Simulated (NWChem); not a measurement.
Species: GeF cation, singlet

```xyz
2

F      0.0000     0.0000    -1.3338
Ge     0.0000     0.0000     0.3751
```
Atoms are numbered in this order, from 1.

Results from NWChem. Pople sets run with spherical d functions. Low-valent species are run as closed-shell singlets; no triplet was tried in these runs. The geometry was optimised at PBE-D3(BJ)/def2-SVP.

Task: What does the run give for PBE0/6-311G**? Quantities: highest occupied level (eV); orbital gap (eV).

Result: 
```json
{
 "highest occupied level (eV)": "-17.86",
 "orbital gap (eV)": "7.82"
}
```
